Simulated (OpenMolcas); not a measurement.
## Multiconfigurational calculation on P⁺

Input:

```
&GATEWAY
Coord
1

P 0.0 0.0 0.0
Basis=ANO-R3
Group=XYZ
NoMove
AngMom=0.0 0.0 0.0
AMFI
&SEWARD
* reference wave functions (RASSCF and RASSI steps not shown): 4 electrons in 4 orbitals (3s 3p)
>>> COPY JOB001 $Project.JobIph
&CASPT2
Multistate=3 1 2 3
Frozen=1 0
IPEA=0.25
Imaginary=0.1
MaxIter=60
WThr=0.0 0.3 0.05
PrWF=0.5
NoMix
>>> COPY JOB002 $Project.JobIph
&CASPT2
Multistate=6 1 2 3 4 5 6
Frozen=1 0
IPEA=0.25
Imaginary=0.1
MaxIter=60
WThr=0.0 0.3 0.05
PrWF=0.5
NoMix
>>> COPY JOB003 $Project.JobIph
&CASPT2
Multistate=1 1
Frozen=1 0
IPEA=0.25
Imaginary=0.1
MaxIter=60
WThr=0.0 0.3 0.05
PrWF=0.5
NoMix
...
```

Launched by
```bash
OMP_NUM_THREADS=1 MOLCAS_MEM=2252 MOLCAS_PROJECT=a pymolcas a.inp > a.log  # once for each step of the input, in one work folder
```

Output, cut to the results:

```
--- CASPT2 ---
Orbital specifications:
      -----------------------

      Symmetry species                           1   2
                                                ag  au
      Frozen orbitals                            1   0
      Inactive orbitals                          1   3
      Active orbitals                            1   3
      Secondary orbitals                        32  23
      Deleted orbitals                           0   0
      Number of basis functions                 35  29
Type of calculation                        MS-CASPT2
      Fock operator                              state-specific
      IPEA shift                                 0.25
      Real shift                                 0.00
      Imaginary shift                            0.10
      The input orbitals will be transformed to quasi-canonical
Reference energy:        -341.1790858345
      E2 (Non-variational):      -0.3338718984
      Shift correction:          -0.0001741247
      E2 (Variational):          -0.3340460231
      Total energy:            -341.5131318577
      Residual norm:              0.0000007138
      Reference weight:           0.96065
      Contributions to the CASPT2 correlation energy
      Active & Virtual Only:         -0.0613384868
      One Inactive Excited:          -0.0376921400
      Two Inactive Excited:          -0.2348412716
Reference energy:        -341.1790858345
      E2 (Non-variational):      -0.3338718917
      Shift correction:          -0.0001741247
      E2 (Variational):          -0.3340460164
      Total energy:            -341.5131318510
      Residual norm:              0.0000007138
      Reference weight:           0.96065
      Contributions to the CASPT2 correlation energy
      Active & Virtual Only:         -0.0613384801
      One Inactive Excited:          -0.0376921400
      Two Inactive Excited:          -0.2348412717
::    CASPT2 Root  1     Total energy:   -341.51313186
::    CASPT2 Root  2     Total energy:   -341.51313185
::    CASPT2 Root  3     Total energy:   -341.51313185
::    MS-CASPT2 Root  1     Total energy:   -341.51313186
::    MS-CASPT2 Root  2     Total energy:   -341.51313185
::    MS-CASPT2 Root  3     Total energy:   -341.51313185
--- CASPT2 ---
Orbital specifications:
      -----------------------

      Symmetry species                           1   2
                                                ag  au
      Frozen orbitals                            1   0
      Inactive orbitals                          1   3
      Active orbitals                            1   3
      Secondary orbitals                        32  23
      Deleted orbitals                           0   0
      Number of basis functions                 35  29
Type of calculation                        MS-CASPT2
      Fock operator                              state-specific
      IPEA shift                                 0.25
      Real shift                                 0.00
      Imaginary shift                            0.10
      The input orbitals will be transformed to quasi-canonical
Reference energy:        -341.1271652165
      E2 (Non-variational):      -0.3493567845
      Shift correction:          -0.0002664469
      E2 (Variational):          -0.3496232314
      Total energy:            -341.4767884479
      Residual norm:              0.0000005990
      Reference weight:           0.95015
      Contributions to the CASPT2 correlation energy
      Active & Virtual Only:         -0.0764877913
      One Inactive Excited:          -0.0378918890
      Two Inactive Excited:          -0.2349771042
Reference energy:        -341.1271652165
      E2 (Non-variational):      -0.3493559042
      Shift correction:          -0.0002665014
      E2 (Variational):          -0.3496224056
      Total energy:            -341.4767876221
      Residual norm:              0.0000005680
      Reference weight:           0.95015
      Contributions to the CASPT2 correlation energy
      Active & Virtual Only:         -0.0764863547
      One Inactive Excited:          -0.0378923868
      Two Inactive Excited:          -0.2349771627
::    CASPT2 Root  1     Total energy:   -341.47678845
::    CASPT2 Root  2     Total energy:   -341.47678762
::    CASPT2 Root  3     Total energy:   -341.47678874
::    CASPT2 Root  4     Total energy:   -341.47678525
::    CASPT2 Root  5     Total energy:   -341.47678448
::    CASPT2 Root  6     Total energy:   -341.42326025
::    MS-CASPT2 Root  1     Total energy:   -341.47693345
::    MS-CASPT2 Root  2     Total energy:   -341.47689751
::    MS-CASPT2 Root  3     Total energy:   -341.47680509
::    MS-CASPT2 Root  4     Total energy:   -341.47670269
::    MS-CASPT2 Root  5     Total energy:   -341.47659879
::    MS-CASPT2 Root  6     Total energy:   -341.42325726
--- CASPT2 ---
Orbital specifications:
      -----------------------

      Symmetry species                           1   2
                                                ag  au
      Frozen orbitals                            1   0
      Inactive orbitals                          1   3
      Active orbitals                            1   3
      Secondary orbitals                        32  23
      Deleted orbitals                           0   0
      Number of basis functions                 35  29
Type of calculation                        SS-CASPT2
      Fock operator                              state-specific
      IPEA shift                                 0.25
      Real shift                                 0.00
      Imaginary shift                            0.10
      The input orbitals will be transformed to quasi-canonical
Reference energy:        -341.0253213802
      E2 (Non-variational):      -0.2934863608
      Shift correction:          -0.0000878887
      E2 (Variational):          -0.2935742495
      Total energy:            -341.3188956297
      Residual norm:              0.0000001365
      Reference weight:           0.97621
...
```

Levels above the lowest, from the spin-orbit matrix with the single-state CASPT2 energies, averaged by term, on its diagonal:

| Configuration | Term | J | E (cm⁻¹) | Measured (cm⁻¹) | g | Term weight % |
| --- | --- | --- | --- | --- | --- | --- |
| 3s² 3p² | ³P | 0 | 0.0 | 0.0 |  | 100 |
| 3s² 3p² | ³P | 1 | 146 | 165 | 1.501 | 100 |
| 3s² 3p² | ³P | 2 | 416 | 469 | 1.501 | 100 |
| 3s² 3p² | ¹D | 2 | 8260 | 8882 | 1.000 | 100 |
| 3s² 3p² | ¹S | 0 | 20020 | 21576 |  | 100 |
| 3s 3p³ | ⁵S° | 2 | 42910 | 45697 | 2.002 | 100 |
| 3s 3p³ | ³D° | 2 | 63550 | 65272 | 1.167 | 100 |
| 3s 3p³ | ³D° | 1 | 63550 | 65251 | 0.499 | 100 |
| 3s 3p³ | ³D° | 3 | 63550 | 65307 | 1.334 | 100 |
| 3s 3p³ | ³P° | 0 | 78470 | 76823 |  | 100 |
| 3s 3p³ | ³P° | 1 | 78480 | 76812 | 1.501 | 100 |
| 3s 3p³ | ³P° | 2 | 78480 | 76764 | 1.501 | 100 |

Against the 11 measured excited levels shown (NIST Handbook of Basic Atomic Spectroscopic Data) the mean absolute deviation is 1400 cm-1; the largest miss in energy is 3s 3p³ ⁵S°₂: computed 42910, measured 45697 cm⁻¹ (-6.1 %), and the largest in proportion 3s² 3p² ³P₁ (-11.7 %).

CASPT2 does not keep the components of a term degenerate, so their means are used; among the terms shown or strongly mixed into the levels shown the widest spread is 470 cm-1 (3s 3p³ ³D°). Over all roots computed the reference weight is 0.85 to 0.98; the roots of lowest weight are the least certain, and an intruder state may touch them. Terms of s pⁿ other than that of highest spin mix with s² pⁿ⁻² d, which this space lacks; all of them can be thousands of cm-1 off, and some have no real level of that name. Computed and measured levels are paired by configuration, term and J; levels that our copy of the source lacks, or whose pairing is in doubt (as where it misses far off the trend of its configuration), stay unpaired and out of the deviations. Only configurations of the active space appear. The first state left out of the spin-orbit step lies near 120000 cm-1 above the lowest spin-free state of the reference (among the parities and spins computed), and the list stops at four fifths of that energy or lower.

The CASPT2 steps took 3 s on 1 thread of Arm Neoverse V2, with other jobs on the host; the integral step is not counted.

The term weight is that of the spin-free term in the level, not the purity of its configuration. ° marks odd parity.
